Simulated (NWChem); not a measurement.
System: C3HF3; SMILES FC=C=C(F)F

Results from NWChem. Pople sets run with spherical d functions. Coordinates come from a PBE-D3(BJ)/def2-SVP optimisation. Level: M06-2X/6-31G* with COSMO at NWChem's default radii, gas-phase geometry; rows give the dielectric constant.

For dielectric constant 4.8:

```
Property                Result
----------------------  ------
dipole in solution (D)    1.68
```

### Question
How do the values read with dielectric constant 2.0 instead?

### Answer
| Property | Result |
|---|---|
| dipole in solution (D) | 1.57 |
